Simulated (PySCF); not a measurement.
Isomers of C6H11ClSi2, mass 174.009 u with the commonest isotopes. Method used: PBE0/pcSseg-1 in PySCF (dipole) on a GFN2-xTB geometry, gas phase. One conformer each, none proved a minimum here; rigid rotors.

Question: Order these by rotational constant A, smallest first.
A. `[CH3:1][CH2:2][C:3]#[C:4][C@@H:5]1[SiH2:6][C@@H:7]1[SiH2:8][Cl:9]` with Si6–C7–Si8–Cl9 97°
B. `[CH:1]#[C:2][Si@@H:3]([SiH2:4][CH2:5][Cl:6])[CH:7]1[CH2:8][CH2:9]1` with C2–Si3–Si4–C5 -154°, Si3–Si4–C5–Cl6 -55°, C2–Si3–C7–C8 31°
C. `[CH2:1]=[CH:2][Si@@H:3]([Cl:4])[SiH:5]1[CH2:6][CH:7]=[CH:8][CH2:9]1` with C1–C2–Si3–Cl4 -4°, C2–Si3–Si5–C6 -144°

Answer: A (1181 MHz), B (1399 MHz), C (1842 MHz).

Question: Order these by out-of-plane moment Σ m c² = (Ia + Ib − Ic)/2, smallest first.
A. `[CH:1]#[C:2][Si@H:3]([SiH2:4][CH3:5])[C:6]1([Cl:7])[CH2:8][CH2:9]1` with C2–Si3–Si4–C5 26°, C2–Si3–C6–Cl7 179°
B. `[CH:1]#[C:2][Si@@H:3]([SiH2:4][CH2:5][Cl:6])[CH:7]1[CH2:8][CH2:9]1` with C2–Si3–Si4–C5 -154°, Si3–Si4–C5–Cl6 -55°, C2–Si3–C7–C8 31°
C. `[CH3:1][CH2:2][C:3]#[C:4][C@@H:5]1[SiH2:6][C@@H:7]1[SiH2:8][Cl:9]` with Si6–C7–Si8–Cl9 97°
D. `[CH2:1]=[CH:2][Si@@H:3]([Cl:4])[SiH:5]1[CH2:6][CH:7]=[CH:8][CH2:9]1` with C1–C2–Si3–Cl4 -4°, C2–Si3–Si5–C6 -144°

Answer: A (59.36 u·Å²), D (60.01 u·Å²), B (62.47 u·Å²), C (64.24 u·Å²).

Question: Order these by rotational constant B, smallest first.
A. `[CH:1]#[C:2][Si@@H:3]([SiH2:4][CH2:5][Cl:6])[CH:7]1[CH2:8][CH2:9]1` with C2–Si3–Si4–C5 -154°, Si3–Si4–C5–Cl6 -55°, C2–Si3–C7–C8 31°
B. `[CH:1]#[C:2][Si@H:3]([SiH2:4][CH3:5])[C:6]1([Cl:7])[CH2:8][CH2:9]1` with C2–Si3–Si4–C5 26°, C2–Si3–C6–Cl7 179°
C. `[CH2:1]=[CH:2][Si@@H:3]([Cl:4])[SiH:5]1[CH2:6][CH:7]=[CH:8][CH2:9]1` with C1–C2–Si3–Cl4 -4°, C2–Si3–Si5–C6 -144°

Answer: C (557.1 MHz), A (592.8 MHz), B (747.7 MHz).

```tsv
SMILES	point group	Ia (u·Å²)	Ib (u·Å²)	Ic (u·Å²)	κ	μa (D)	μb (D)	μc (D)
C#C[Si@@H]([SiH2]CCl)C1CC1	C1	361.28	852.47	1088.80	-0.72	0.62	1.11	0.41
C=C[Si@@H](Cl)[SiH]1CC=CC1	C1	274.41	907.22	1061.61	-0.88	0.55	1.50	0.18
CCC#C[C@@H]1[SiH2][C@@H]1[SiH2]Cl	C1	428.06	915.60	1215.18	-0.64	1.78	1.26	0.23
C#C[Si@H]([SiH2]C)C1(Cl)CC1	C1	419.51	675.92	976.71	-0.33	1.30	1.83	0.80
```
